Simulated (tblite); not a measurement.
Record of a relaxation.

C6H11FSSi.
Atom-mapped SMILES: `[F:1][C@@H:2]1[C@@H:3]([SiH3:4])[C@:5]12[CH2:6][CH2:7][CH2:8][S:9]2` (hydrogens: H10 on C2; H11 on C3; H12, H13, H14 on Si4; H15, H16 on C6; H17, H18 on C7; H19, H20 on C8)

Computed with GFN2-xTB (tblite), gas phase: L-BFGS steps from a force-field or distance-geometry start until the largest atomic force falls under 0.01 eV/Å. 8 of its 39 geometries are shown.

Step 0: E = -765.9148 eV, largest atomic force 1.617 eV/Å
```
atom  x, y, z in Å  |  force x, y, z in eV/Å
F1      0.679   -2.525   -0.522    0.032   0.562  -0.275
C2      0.966   -1.186   -0.762   -0.523  -0.575   1.175
C3      1.460   -0.400    0.425   -0.344   0.165  -0.631
Si4     2.922    0.713    0.152    1.029   0.726   0.032
C5      0.072   -0.146   -0.132    0.566  -1.440   0.471
C6     -1.133   -0.586    0.666   -0.261   0.037   0.549
C7     -2.361   -0.155   -0.125   -0.394  -0.318   0.104
C8     -2.111    1.274   -0.581   -0.291  -0.293   0.223
S9     -0.364    1.262   -1.093    0.067   1.172  -0.718
H10     1.361   -1.059   -1.746    0.214   0.044  -0.361
H11     1.500   -0.921    1.368   -0.258  -0.255   0.074
H12     3.050    1.121   -1.255   -0.131  -0.062   0.175
H13     4.154   -0.031    0.531   -0.374   0.098  -0.096
H14     2.845    1.901    1.032   -0.099  -0.247  -0.188
H15    -1.120   -0.077    1.647   -0.031  -0.077  -0.275
H16    -1.146   -1.665    0.862    0.140   0.151  -0.147
H17    -3.269   -0.226    0.489    0.156   0.071  -0.113
H18    -2.499   -0.822   -0.990    0.121   0.225   0.132
H19    -2.248    1.982    0.243    0.116  -0.049  -0.124
H20    -2.765    1.554   -1.408    0.267   0.066  -0.007
```

Step 5: E = -766.0390 eV, largest atomic force 0.096 eV/Å
```
atom  x, y, z in Å  |  force x, y, z in eV/Å
F1      0.674   -2.527   -0.535    0.000   0.039  -0.017
C2      0.962   -1.205   -0.741   -0.055  -0.059  -0.006
C3      1.470   -0.391    0.411   -0.072  -0.011  -0.024
Si4     2.960    0.744    0.151   -0.087  -0.029   0.005
C5      0.073   -0.176   -0.127    0.046   0.022   0.048
C6     -1.142   -0.588    0.682    0.068   0.027   0.014
C7     -2.370   -0.166   -0.116   -0.008   0.009  -0.002
C8     -2.115    1.259   -0.574    0.037   0.016   0.006
S9     -0.362    1.297   -1.107    0.037  -0.070   0.054
H10     1.361   -1.060   -1.736    0.018  -0.017  -0.035
H11     1.479   -0.929    1.355   -0.044   0.012  -0.040
H12     3.040    1.123   -1.253   -0.033   0.049  -0.053
H13     4.140   -0.033    0.528    0.024  -0.039   0.007
H14     2.835    1.901    1.029   -0.047   0.074   0.028
H15    -1.126   -0.072    1.647   -0.021  -0.005  -0.003
H16    -1.137   -1.664    0.858    0.032   0.012   0.022
H17    -3.275   -0.223    0.490   -0.015  -0.002  -0.017
H18    -2.489   -0.813   -0.987    0.023  -0.017   0.016
H19    -2.238    1.977    0.238    0.032  -0.007   0.027
H20    -2.744    1.558   -1.411    0.064  -0.003  -0.029
```

Step 11: E = -766.0461 eV, largest atomic force 0.076 eV/Å
```
atom  x, y, z in Å  |  force x, y, z in eV/Å
F1      0.666   -2.530   -0.541   -0.022  -0.025  -0.014
C2      0.952   -1.210   -0.750    0.053  -0.019   0.049
C3      1.465   -0.399    0.405    0.016  -0.014   0.016
Si4     2.946    0.750    0.151   -0.030  -0.006  -0.010
C5      0.073   -0.179   -0.122    0.028   0.041  -0.057
C6     -1.139   -0.585    0.690    0.028  -0.009  -0.003
C7     -2.364   -0.166   -0.114    0.001  -0.001  -0.014
C8     -2.099    1.259   -0.570    0.032  -0.001  -0.020
S9     -0.345    1.292   -1.097   -0.015   0.040   0.005
H10     1.360   -1.069   -1.743   -0.054   0.006   0.021
H11     1.461   -0.934    1.349    0.045  -0.040   0.007
H12     3.020    1.141   -1.256   -0.029   0.011   0.036
H13     4.127   -0.037    0.525   -0.041   0.040  -0.015
H14     2.811    1.914    1.027   -0.029  -0.030  -0.022
H15    -1.131   -0.068    1.653    0.024   0.030   0.015
H16    -1.122   -1.659    0.869   -0.032  -0.046   0.035
H17    -3.276   -0.222    0.482   -0.001   0.017   0.010
H18    -2.477   -0.819   -0.980    0.022  -0.003  -0.032
H19    -2.222    1.974    0.245    0.008  -0.009  -0.032
H20    -2.710    1.559   -1.419   -0.004   0.019   0.024
```

Step 16: E = -766.0510 eV, largest atomic force 0.077 eV/Å
```
atom  x, y, z in Å  |  force x, y, z in eV/Å
F1      0.651   -2.538   -0.549   -0.010  -0.019   0.010
C2      0.952   -1.219   -0.748   -0.052   0.010  -0.028
C3      1.465   -0.413    0.408    0.033  -0.032  -0.002
Si4     2.922    0.752    0.148    0.053   0.041  -0.006
C5      0.079   -0.182   -0.121   -0.030  -0.051   0.049
C6     -1.131   -0.584    0.695   -0.055   0.006   0.000
C7     -2.353   -0.167   -0.117    0.011   0.016  -0.007
C8     -2.081    1.258   -0.572   -0.022   0.008  -0.001
S9     -0.327    1.299   -1.089    0.028  -0.049   0.024
H10     1.344   -1.074   -1.746    0.024  -0.001   0.007
H11     1.465   -0.952    1.349    0.028  -0.030   0.014
H12     2.991    1.161   -1.250   -0.030   0.001  -0.035
H13     4.106   -0.025    0.516    0.041   0.013   0.001
H14     2.777    1.915    1.019   -0.038   0.008   0.034
H15    -1.124   -0.058    1.655    0.020   0.014  -0.030
H16    -1.119   -1.659    0.890   -0.008   0.041  -0.020
H17    -3.269   -0.216    0.473    0.030  -0.004  -0.019
H18    -2.458   -0.823   -0.983    0.010   0.025   0.005
H19    -2.206    1.970    0.244   -0.003   0.009   0.010
H20    -2.687    1.567   -1.420   -0.031  -0.006  -0.009
```

Step 22: E = -766.0565 eV, largest atomic force 0.083 eV/Å
```
atom  x, y, z in Å  |  force x, y, z in eV/Å
F1      0.631   -2.553   -0.554    0.019   0.010  -0.007
C2      0.943   -1.235   -0.749    0.023  -0.026   0.010
C3      1.476   -0.442    0.408   -0.034   0.022  -0.004
Si4     2.907    0.764    0.144   -0.062  -0.053   0.014
C5      0.085   -0.198   -0.108    0.037   0.011   0.030
C6     -1.132   -0.579    0.704    0.057   0.005   0.001
C7     -2.341   -0.160   -0.124    0.006  -0.030   0.040
C8     -2.064    1.264   -0.575   -0.018  -0.021   0.025
S9     -0.302    1.291   -1.071    0.004   0.028  -0.025
H10     1.333   -1.083   -1.747    0.003  -0.031  -0.008
H11     1.488   -0.988    1.349    0.014   0.011  -0.056
H12     2.942    1.183   -1.254   -0.003  -0.011  -0.001
H13     4.103    0.002    0.505    0.055   0.046  -0.010
H14     2.721    1.916    1.025   -0.007  -0.019   0.011
H15    -1.114   -0.035    1.654   -0.048  -0.028  -0.015
H16    -1.128   -1.651    0.908   -0.029   0.024   0.017
H17    -3.260   -0.211    0.459   -0.043   0.001  -0.011
H18    -2.434   -0.818   -0.991   -0.003   0.025   0.003
H19    -2.191    1.972    0.244   -0.006   0.024  -0.007
H20    -2.671    1.572   -1.423    0.034   0.010  -0.008
```

Step 27: E = -766.0603 eV, largest atomic force 0.042 eV/Å
```
atom  x, y, z in Å  |  force x, y, z in eV/Å
F1      0.623   -2.564   -0.558    0.014  -0.007   0.013
C2      0.941   -1.248   -0.751   -0.016   0.009   0.000
C3      1.484   -0.462    0.405    0.003  -0.003  -0.002
Si4     2.892    0.764    0.143    0.024   0.018  -0.009
C5      0.092   -0.207   -0.099   -0.025  -0.001  -0.023
C6     -1.129   -0.574    0.712   -0.030  -0.016  -0.004
C7     -2.333   -0.156   -0.122   -0.016   0.019  -0.025
C8     -2.051    1.268   -0.571    0.020   0.017  -0.016
S9     -0.286    1.288   -1.060   -0.006  -0.002   0.027
H10     1.329   -1.101   -1.751   -0.020  -0.003   0.001
H11     1.512   -1.016    1.337   -0.025  -0.010   0.017
H12     2.903    1.193   -1.253    0.009  -0.008  -0.001
H13     4.119    0.046    0.491    0.013   0.033  -0.012
H14     2.675    1.904    1.033    0.004  -0.012   0.009
H15    -1.122   -0.022    1.657    0.014  -0.005   0.011
H16    -1.141   -1.642    0.927    0.021  -0.033   0.015
H17    -3.264   -0.210    0.444    0.010   0.009   0.017
H18    -2.417   -0.806   -0.995    0.001  -0.015  -0.010
H19    -2.183    1.982    0.243    0.000  -0.004  -0.008
H20    -2.647    1.575   -1.427    0.006   0.013   0.000
```

Step 33: E = -766.0615 eV, largest atomic force 0.024 eV/Å
```
atom  x, y, z in Å  |  force x, y, z in eV/Å
F1      0.625   -2.569   -0.553   -0.001  -0.006   0.006
C2      0.938   -1.253   -0.751   -0.005   0.000  -0.001
C3      1.484   -0.467    0.404    0.008  -0.004   0.001
Si4     2.889    0.765    0.141    0.002   0.006   0.000
C5      0.090   -0.212   -0.098    0.005   0.002   0.002
C6     -1.132   -0.577    0.714    0.005   0.005  -0.007
C7     -2.333   -0.154   -0.125    0.009  -0.002   0.008
C8     -2.047    1.271   -0.572   -0.002  -0.012   0.004
S9     -0.280    1.289   -1.052    0.004  -0.006   0.003
H10     1.321   -1.107   -1.753   -0.009   0.002   0.001
H11     1.510   -1.024    1.335   -0.003   0.002   0.008
H12     2.896    1.193   -1.255    0.001   0.000   0.003
H13     4.131    0.071    0.483   -0.006   0.006  -0.006
H14     2.664    1.897    1.040    0.002   0.000   0.000
H15    -1.122   -0.023    1.658   -0.002  -0.010  -0.007
H16    -1.142   -1.645    0.935   -0.008   0.013  -0.019
H17    -3.263   -0.206    0.442    0.005   0.006  -0.011
H18    -2.414   -0.805   -0.998   -0.012   0.008   0.014
H19    -2.181    1.985    0.241   -0.001  -0.009  -0.002
H20    -2.638    1.582   -1.431    0.008  -0.004   0.003
```

Step 38: E = -766.0617 eV, largest atomic force 0.010 eV/Å
```
atom  x, y, z in Å  |  force x, y, z in eV/Å
F1      0.625   -2.571   -0.551   -0.003   0.003  -0.001
C2      0.938   -1.254   -0.750    0.002   0.000   0.003
C3      1.486   -0.469    0.404   -0.005   0.004   0.003
Si4     2.888    0.767    0.141   -0.004  -0.003   0.001
C5      0.092   -0.212   -0.097   -0.001  -0.001   0.005
C6     -1.132   -0.577    0.713   -0.002  -0.004   0.001
C7     -2.332   -0.153   -0.125   -0.003  -0.002   0.000
C8     -2.045    1.270   -0.572    0.001   0.003  -0.001
S9     -0.278    1.289   -1.050    0.006   0.004  -0.006
H10     1.317   -1.108   -1.754    0.002  -0.006   0.001
H11     1.509   -1.025    1.336    0.007   0.003  -0.003
H12     2.894    1.194   -1.255   -0.003   0.004  -0.002
H13     4.132    0.077    0.480    0.004  -0.003   0.000
H14     2.661    1.897    1.041   -0.001   0.004   0.001
H15    -1.122   -0.024    1.658    0.000  -0.006   0.001
H16    -1.143   -1.645    0.932   -0.001  -0.006  -0.006
H17    -3.263   -0.204    0.441   -0.002   0.005   0.008
H18    -2.416   -0.805   -0.997    0.000  -0.003  -0.003
H19    -2.181    1.984    0.241    0.003   0.004   0.003
H20    -2.634    1.582   -1.431    0.001  -0.001  -0.005
```

**Question.** Summarise the path.

**Answer.** The energy falls by 0.1469 eV from step 0 to step 38; nine tenths of that is first reached at step 12. It falls at every step. The largest force goes from 1.617 to 0.010 eV/Å. Among the bonds C5–S9 changes most, from 1.760 to 1.816 Å; the atoms move by 0.095 Å rms after alignment.

What follows is the cost of the whole relaxation. On an Arm Neoverse V2 with one thread, no GPU, shared host with 32 logical CPUs at a one-minute load of 30, this took 0.3 s.
